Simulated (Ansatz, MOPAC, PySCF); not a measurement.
Torsion H3–B1–O2–H5 in BH3O (SMILES BO); at each angle all else is relaxed with GFN2-xTB, and the levels are single points there.
Geometry at 0° (charge 0, multiplicity 1):
```xyz
5

B     -0.4393    -0.0551     0.0440
O      0.8228    -0.4102     0.2390
H     -1.3001    -0.8399    -0.1517
H     -0.6565     1.0960     0.0770
H      1.0330    -1.3448     0.2180
```
Energies count from the point at 0°.

Correlated levels freeze the cores. CBS(a, b) extrapolates the correlation energy as X⁻³ and adds the Hartree–Fock energy of set b. The state reached by PM6 isn't checked.

Run with Ansatz (a quantum-chemistry and plane-wave program); MOPAC for PM6 (differences of heats of formation); PySCF for the dispersion terms. Each number belongs to the level named beside it.

Energies in kcal/mol.

```tsv
dihedral (°)	PM6	HF/cc-pVDZ	BLYP-D3(BJ)/def2-TZVPP	CCSD/cc-pVTZ	CCSD(T)/CBS(cc-pVTZ, cc-pVQZ)
0	0.00	0.00	0.00	0.00	0.00
30	2.30	2.92	2.77	2.84	2.84
60	7.92	10.11	9.83	10.07	10.02
120	8.86	10.03	10.31	10.49	10.45
150	2.68	2.96	2.96	3.02	3.01
180	0.00	0.00	0.00	0.00	0.00
210	2.68	2.96	2.96	3.02	3.01
240	8.87	10.03	10.32	10.49	10.45
300	7.92	10.11	9.83	10.07	10.02
330	2.29	2.92	2.76	2.84	2.84
```
